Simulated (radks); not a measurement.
Neutral xenon inside a hard spherical wall (all orbitals vanish at R), configuration held at [Xe] and not refilled when levels cross. Method: scalar-relativistic Kohn-Sham, r2SCAN, spin-polarised, spherical densities, finite nucleus; meta-GGA in the generalised Kohn-Sham scheme; Fermi nuclear charge, rms radius 4.7859 fm; computed with a radial shooting solver on a logarithmic mesh with Libxc functionals. Eigenvalues in eV for spin up, with the zero of energy where the potential of the charges vanishes at infinity; a dash marks a level that is unbound or too diffuse for the functional's potential to be trusted. A positive occupied level is held by the wall or, in an anion where self-interaction has pushed it up, behind a barrier. The pressure on the wall is -dE/dV.

R (bohr)  E (hartree)  kinetic (hartree)    e(4p)    e(4d)    e(5s)   e(5p)  e(6s, empty)  e(5d, empty)  pressure (GPa)
free      -7448.02891           7832.280  -144.68  -60.636  -20.422  -8.585             -             -               0
15        -7448.02891           7832.280  -144.68  -60.636  -20.422  -8.585             -             -        < 0.0001
12        -7448.02891           7832.280  -144.68  -60.636  -20.422  -8.585         0.445         2.215        < 0.0001
8         -7448.02828           7832.287  -144.64  -60.595  -20.388  -8.552         1.892         3.483          0.0374
7         -7448.02575           7832.312  -144.52  -60.480  -20.295  -8.461         3.085         4.138           0.243
5         -7447.94902           7832.852  -142.73  -58.716  -18.950  -7.012        11.142         7.908            12.3
3.5       -7447.03106           7837.433  -133.63  -49.889  -11.810   1.585        43.151        22.335             337
3         -7445.58357           7843.440  -125.53  -42.150   -4.101  11.142        74.437        36.605            1180
2.5       -7441.65343           7858.201  -111.31  -28.625   13.132  32.211        137.15        65.827            4830
2         -7429.33038           7901.231  -83.240   -1.153   59.595  86.825        279.16        134.16           25500
1.5       -7380.65287           8054.459  -14.954   71.661   219.44  262.61        666.70        327.61          199000
